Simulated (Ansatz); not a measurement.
Zr₃O₄⁺, relaxed as a doublet with UKS PBE0-D4/def2-SVP in Ansatz, starting from the GFN2-xTB geometry. Force threshold 0.02 eV/Å.

In the def2 sets Zr takes a core potential; there is no spin–orbit coupling. The relaxation made no stability test and no search for a lower SCF solution. No other spin state of charge 1 was run. The structure comes from a short search, and lower isomers may exist.

Start:

```
atom   x (Å)   y (Å)   z (Å)
 Zr1  -0.791   1.514   0.682
 Zr2   1.792   0.100  -1.134
 Zr3  -0.764  -1.618  -0.004
  O4   0.787   2.373   0.501
  O5   1.184  -1.530  -0.266
  O6  -1.218  -0.334  -1.268
  O7  -0.990  -0.504   1.489
```

Q: Estimate the energy that the relaxation releases and the steps that it takes.

A: 3.78 eV, in 9 steps; 64 s on 4 threads of Arm Neoverse V1 on a shared host. No frequencies were taken in this run, so the end may be a saddle point.

Q: Does the start keep its bonding?

A: By distances, no bond broke or formed. The bond that changes most is Zr2–O4, from 2.97 to 1.96 Å (atoms count from 1).

Q: Predict the relaxed structure.

A: 
```tsv
atom	x (Å)	y (Å)	z (Å)
Zr1	-0.9108	1.1916	0.3897
Zr2	1.8563	0.3084	-0.4067
Zr3	-0.5740	-1.4389	-0.0635
O4	0.8692	1.9325	0.0561
O5	1.3200	-1.5680	-0.5376
O6	-1.5868	-0.0340	-0.9817
O7	-0.9740	-0.3915	1.5438
```
Bond lengths (bridged metal pairs left out): 8 × O–Zr 1.96 Å.
